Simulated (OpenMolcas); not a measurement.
# Au5+: effect of the basis set

| Property | Result |
| --- | --- |
| Program | OpenMolcas 26.06 |
| Method | SS-CASPT2, IPEA 0.25 Eh, imaginary shift 0.1 Eh (closed shells correlated: 5s 5p) |
| Active space | 6 electrons in 10 orbitals (5d 6d) |
| State averaging | 2S+1 = 5 even, 5 roots; 2S+1 = 3 even, 45 roots; 2S+1 = 1 even, 49 roots |
| Spin-orbit coupling | state interaction with AMFI integrals over the reference wave functions, term energies averaged over their components |

A. ANO-R2 [8s6p5d3f1g], X2C, finite nucleus; CASPT2 step roughly 30 core-minutes
B. ANO-RCC-VTZP [8s7p5d3f1g], DKH2, point nucleus; CASPT2 step about 22 core-minutes
C. ANO-RCC-VQZP [9s8p6d4f2g1h], DKH2, point nucleus; CASPT2 step roughly 30 core-minutes

Energies in cm⁻¹ above 5d⁶ ⁵D₄.

```csv
Level,A,B,C
5d⁶ ⁵D₄ [74 %],0.0,0.0,0.0
5d⁶ ⁵D₃,9410,9850,9470
5d⁶ ⁵D₀ [68 %],13000,13200,12960
5d⁶ ⁵D₁,13080,13450,13080
5d⁶ ³G₅ [53 %],24710,24820,24430
5d⁶ ³H₆,25390,25520,25060
5d⁶ ³F₂(1) [59 %],30370,30490,30110
5d⁶ ¹S₀ [60 %],35860,36140,35640
5d⁶ ³D₁ [72 %],36970,37240,36760
5d⁶ ³D₂ [60 %],38250,38480,38010
5d⁶ ³H₅ [53 %],40120,40710,39860
5d⁶ ³D₃ [69 %],41030,41470,40810
5d⁶ ¹I₆,45690,46170,45270
5d⁶ ³P₀(2),45740,45620,45430
5d⁶ ¹F₃ [53 %],47040,47040,46640
5d⁶ ³P₁(1) [66 %],49230,49990,49070
5d⁶ ¹G₄(1) [52 %],53230,53740,52900
5d⁶ ¹D₂(1) [50 %],53760,54160,53480
5d⁶ ³P₁(2),57090,57440,56830
5d⁶ ³F₂(2),62890,63180,62490
5d⁶ ³F₄(2) [73 %],62900,63430,62560
5d⁶ ³P₂(2) [68 %],72340,73140,72090
5d⁶ ³F₃(2) [53 %],72820,73680,72500
5d⁶ ¹G₄(2),73000,73470,72560
```

Among A to C the level of the table that moves most is 5d⁶ ³F₃(2) [53 %], by 1200 cm-1 (lowest in C, highest in B). Moves below CASPT2's spread within the term are not significant.

CASPT2 breaks the degeneracy within a term, and the mean is taken; among the terms shown or strongly mixed into the levels shown the widest spread is 240 cm-1 (5d⁶ ³F(2), C). Active for correlation alone: 6d; no level in the range computed is led by a configuration that fills it, so any true level of that kind is missing. Only configurations of the active space appear. The table leaves out levels that lie high or whose names do not pair safely across all columns.

A share in square brackets marks a mixed level and gives the weight of the term that names it, the lowest over the columns. A number in round brackets counts repeated terms of one configuration in the order of the reference energies.
